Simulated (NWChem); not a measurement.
System: GaAsH2F2; SMILES [F][Ga]([F])[AsH2]

The following NWChem deck was run.

```
start job
memory heap 200 mb stack 900 mb global 1100 mb
geometry units angstroms noautoz
  Ga    -0.018371     0.797692    -0.010528
  As    -0.033075    -1.588452     0.035800
  H      1.000270    -1.607696    -1.085523
  H     -1.203277    -1.594316    -0.941999
  F     -1.453472     1.790864     0.101499
  F      1.439869     1.761811    -0.065100
end
basis spherical
  * library def2-svp
end
dft
  xc b3lyp
  iterations 150
  vectors input atomic output neutral.movecs
end
task dft energy
charge 1
dft
  odft
  mult 2
  vectors input atomic output cation.movecs
end
task dft energy
```

Excerpt of the output:

```
             Northwest Computational Chemistry Package (NWChem) 7.3.0
             --------------------------------------------------------

 C1  symmetry detected

                             Geometry "geometry" -> ""
                             -------------------------

 Output coordinates in angstroms (scale by  1.889725989 to convert to a.u.)

  No.       Tag          Charge          X              Y              Z
 ---- ---------------- ---------- -------------- -------------- --------------
    1 Ga                  31.0000    -0.00039895     0.78483357     0.00022859
    2 As                  33.0000    -0.00043025    -1.60139596     0.04443631
    3 H                    1.0000     1.09578385    -1.61215491    -1.01562802
    4 H                    1.0000    -1.11240886    -1.61480372    -0.99902993
    5 F                    9.0000    -1.44673448     1.76752344     0.03005638
    6 F                    9.0000     1.45153345     1.75949710     0.03007401

 Effective nuclear repulsion energy (a.u.)     535.8667487419

                                 NWChem DFT Module
                                 -----------------

 Summary of "ao basis" -> "ao basis" (spherical)
 ------------------------------------------------------------------------------
       Tag                 Description            Shells   Functions and Types
 ---------------- ------------------------------  ------  ---------------------
 Ga                         def2-svp                12       32   5s4p3d
 As                         def2-svp                12       32   5s4p3d
 H                          def2-svp                 3        5   2s1p
 F                          def2-svp                 6       14   3s2p1d

            General Information
            -------------------
          SCF calculation type: DFT
          Wavefunction type:  closed shell.
          No. of atoms     :     6
          No. of electrons :    84
           Alpha electrons :    42
            Beta electrons :    42
          Charge           :     0
          Spin multiplicity:     1
          Use of symmetry is: off; symmetry adaption is: off
          Maximum number of iterations: 150
          AO basis - number of functions:   102
                     number of shells:    42
          Convergence on energy requested:  1.00D-06
          Convergence on density requested:  1.00D-05
          Convergence on gradient requested:  5.00D-04

              XC Information
              --------------
                         B3LYP Method XC Potential
                     Hartree-Fock (Exact) Exchange  0.200
                        Slater Exchange Functional  0.800 local
                    Becke 1988 Exchange Functional  0.720 non-local
              Lee-Yang-Parr Correlation Functional  0.810
                  VWN I RPA Correlation Functional  0.190 local

             Grid Information
             ----------------
          Grid used for XC integration:  medium
          Radial quadrature: Mura-Knowles
          Angular quadrature: Lebedev.
          Tag              B.-S. Rad. Rad. Pts. Rad. Cut. Ang. Pts.
          ---              ---------- --------- --------- ---------
          Ga                  1.30      112           9.0       590
          As                  1.15      112          10.0       590
          H                   0.35       45          10.0       434
          F                   0.50       49          11.0       434
          Grid pruning is: on
          Number of quadrature shells:   412
          Spatial weights used:  Erf1

      Superposition of Atomic Density Guess
      -------------------------------------

 Sum of atomic energies:       -4356.41906858

      Non-variational initial energy
      ------------------------------

 Total energy =   -4356.798357
 1-e energy   =   -7147.863070
 2-e energy   =    2255.197964
 HOMO         =      -0.316520
 LUMO         =      -0.028090

   convergence    iter        energy       DeltaE   RMS-Dens  Diis-err
 ---------------- ----- ----------------- --------- --------- ---------
 d= 0,ls=0.0,diis     1  -4360.9851635549 -4.90D+03  2.15D-02  1.12D+00
 d= 0,ls=0.0,diis     2  -4360.6623942347  3.23D-01  1.26D-02  5.01D+00
 d= 0,ls=0.0,diis     3  -4361.1255605658 -4.63D-01  1.07D-03  3.17D-02
 d= 0,ls=0.0,diis     4  -4361.1269646593 -1.40D-03  4.32D-04  9.02D-03
 d= 0,ls=0.0,diis     5  -4361.1274004216 -4.36D-04  1.27D-04  5.66D-04
  Resetting Diis
 d= 0,ls=0.0,diis     6  -4361.1274337743 -3.34D-05  3.69D-05  8.71D-06
 d= 0,ls=0.0,diis     7  -4361.1274345865 -8.12D-07  2.72D-05  1.23D-06
 d= 0,ls=0.0,diis     8  -4361.1274344797  1.07D-07  1.38D-05  2.59D-06
 d= 0,ls=0.0,diis     9  -4361.1274347522 -2.73D-07  1.25D-06  1.53D-08

         Total DFT energy =    -4361.127434752247
      One electron energy =    -7147.174368856438
           Coulomb energy =     2430.165563951703
    Exchange-Corr. energy =     -179.985378589363
 Nuclear repulsion energy =      535.866748741853

 Numeric. integr. density =       83.999978614030

                       DFT Final Molecular Orbital Analysis
                       ------------------------------------

 Vector   40  Occ=2.000000D+00  E=-3.727222D-01
              MO Center=  7.7D-03,  1.7D+00,  2.0D-02, r^2= 2.8D+00
   Bfn.  Coefficient  Atom+Function         Bfn.  Coefficient  Atom+Function
  ----- ------------  ---------------      ----- ------------  ---------------
    78      0.366062  5 F  px                92      0.365750  6 F  px
    93     -0.295104  6 F  py                79      0.292117  5 F  py
    81     -0.249718  5 F  px                95     -0.249447  6 F  px
    96      0.213804  6 F  py                82     -0.211795  5 F  py
    18     -0.085121  1 Ga d -2              15     -0.082800  1 Ga px

 Vector   41  Occ=2.000000D+00  E=-3.461235D-01
              MO Center=  1.7D-03, -7.0D-01, -2.6D-02, r^2= 3.7D+00
   Bfn.  Coefficient  Atom+Function         Bfn.  Coefficient  Atom+Function
  ----- ------------  ---------------      ----- ------------  ---------------
    46      0.307404  2 As pz                49      0.254808  2 As pz
    36      0.227255  2 As s                 37      0.221752  2 As s
    93     -0.202672  6 F  py                65     -0.200470  3 H  s
    70     -0.200822  4 H  s                 79     -0.200597  5 F  py
    43     -0.189972  2 As pz                45      0.158445  2 As py

 Vector   42  Occ=2.000000D+00  E=-3.013662D-01
              MO Center= -4.3D-05, -1.1D+00,  6.1D-02, r^2= 3.5D+00
   Bfn.  Coefficient  Atom+Function         Bfn.  Coefficient  Atom+Function
  ----- ------------  ---------------      ----- ------------  ---------------
    36      0.326719  2 As s                 48     -0.325169  2 As py
    45     -0.311504  2 As py                 4     -0.244601  1 Ga s
    49      0.215489  2 As pz                46      0.211559  2 As pz
    35     -0.196198  2 As s                 42      0.191852  2 As py
    37      0.187729  2 As s                 13      0.177842  1 Ga py

 Vector   43  Occ=0.000000D+00  E=-6.029866D-02
              MO Center= -2.2D-03,  4.6D-02, -4.4D-01, r^2= 4.5D+00
   Bfn.  Coefficient  Atom+Function         Bfn.  Coefficient  Atom+Function
  ----- ------------  ---------------      ----- ------------  ---------------
     5      0.723711  1 Ga s                 48     -0.587708  2 As py
     4      0.527413  1 Ga s                  3     -0.296508  1 Ga s
    45     -0.290123  2 As py                17     -0.221633  1 Ga pz
    36     -0.219196  2 As s                 77     -0.180503  5 F  s
    91     -0.179664  6 F  s                 42      0.176745  2 As py

 Vector   44  Occ=0.000000D+00  E=-4.343771D-02
              MO Center= -1.1D-03,  5.0D-01,  5.0D-01, r^2= 3.8D+00
   Bfn.  Coefficient  Atom+Function         Bfn.  Coefficient  Atom+Function
  ----- ------------  ---------------      ----- ------------  ---------------
    17      0.616226  1 Ga pz                37     -0.444648  2 As s
     5      0.426502  1 Ga s                 14      0.422379  1 Ga pz
    66      0.293575  3 H  s                 71      0.285648  4 H  s
    36     -0.262760  2 As s                 48     -0.205840  2 As py
    11     -0.202126  1 Ga pz                80      0.159993  5 F  pz

 Vector   45  Occ=0.000000D+00  E=-1.394537D-02
              MO Center= -2.4D-03, -1.3D+00, -1.2D-01, r^2= 3.8D+00
   Bfn.  Coefficient  Atom+Function         Bfn.  Coefficient  Atom+Function
  ----- ------------  ---------------      ----- ------------  ---------------
    47      0.970419  2 As px                71      0.796544  4 H  s
    66     -0.790451  3 H  s                 44      0.267159  2 As px
    15      0.257313  1 Ga px                70      0.244639  4 H  s
    65     -0.242997  3 H  s                 41     -0.172300  2 As px
    12      0.102834  1 Ga px                53      0.088667  2 As d  1

     Multipole analysis of the density
     ---------------------------------

     L   x y z        total         alpha         beta         nuclear
     -   - - -        -----         -----         ----         -------
     0   0 0 0     -0.000000    -42.000000    -42.000000     84.000000

     1   1 0 0     -0.005269     -0.002634     -0.002634      0.000000
     1   0 1 0     -1.250964     -0.625482     -0.625482     -0.000000
     1   0 0 1     -0.178979     -0.089489     -0.089489     -0.000000

     2   2 0 0    -36.535894    -90.114399    -90.114399    143.692904
     2   1 1 0      0.009780     -0.020581     -0.020581      0.050942
     2   1 0 1     -0.008472     -0.003014     -0.003014     -0.002444
     2   0 2 0    -37.318611   -313.109110   -313.109110    588.899609
     2   0 1 1      0.762638     -2.943750     -2.943750      6.650139
     2   0 0 2    -30.758090    -19.148294    -19.148294      7.538497

                                 NWChem DFT Module
                                 -----------------

[...]
```

Level: B3LYP/def2-SVP, vertical spin-unrestricted ions. Geometry: optimised at PBE0/def2-SVP. B3LYP is NWChem's, with the RPA form of VWN correlation.
